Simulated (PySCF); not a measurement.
Compound: CH9GeN3.
Atom-mapped SMILES: `[CH3:1][NH:2][GeH:3]([NH2:4])[NH2:5]` (hydrogens: H6, H7, H8 on C1; H9 on N2; H10 on Ge3; H11, H12 on N4; H13, H14 on N5)

Method used: PBE0-D3(BJ)/def2-SVP geometry optimisation, gas phase in PySCF.

Question: List the bond lengths, angles and torsions at this level.

Answer: 
```
                   bond  length (pm)   order
                  C1–N2        143.9  single
                 N2–Ge3        182.3  single
         Ge3–N4, Ge3–N5        182.9  single
    C1–H6, C1–H7, C1–H8        110.5  single
                  N2–H9        101.3  single
                Ge3–H10        154.4  single
N4–H11 and 3 like bonds        101.6  single
```

Bonds in one row agree within 1 pm and their mean is given. Orders are formal, as drawn. A selection of angles:
```
     angle  degrees
  N2–C1–H6    111.8
  N2–C1–H7    114.5
  N2–C1–H8    109.8
  H6–C1–H7    107.3
  H6–C1–H8    106.5
 C1–N2–Ge3    124.3
  C1–N2–H9    115.0
 Ge3–N2–H9    117.3
 N2–Ge3–N4    108.1
 N2–Ge3–N5    115.9
N2–Ge3–H10    104.5
 N4–Ge3–N5    101.5
N4–Ge3–H10    119.0
N5–Ge3–H10    108.3
Ge3–N4–H11    115.3
H11–N4–H12    109.2
Ge3–N5–H14    113.8
```

Torsions: C1–N2–Ge3–N4 47° (synclinal). The mirror-image conformer, all signs reversed, is as good.

N4 (nitrogen bonded to Ge and 2 H) is pyramidal (angles 115.3°, 115.1° and 109.2°, sum 339.7°, 0.32 Å off the plane of its three neighbours). N2 (nitrogen bonded to C, Ge and H) is almost planar (angles 124.3°, 117.3° and 115.0°, sum 356.6°, 0.15 Å off the plane of its three neighbours). Ge3 (germanium bonded to 3 N and H) is distorted tetrahedral (angles from 101.5° to 119.0°).

Point group: C1 (no symmetry element, even within 0.4 Å). PBE0-D3(BJ)/def2-SVP frequencies: not computed here. One conformer, not necessarily the lowest (C1–N2–Ge3–N4 47°, N2–Ge3–N4–H 54° and -177°, N2–Ge3–N5–H -59° and 67°).

The run took 78 s on an Arm Neoverse V2 with one thread, no GPU, shared host with 96 logical CPUs at a one-minute load of 86, and the process peaked at 0.53 GiB of memory. That covers the optimisation of the geometry.
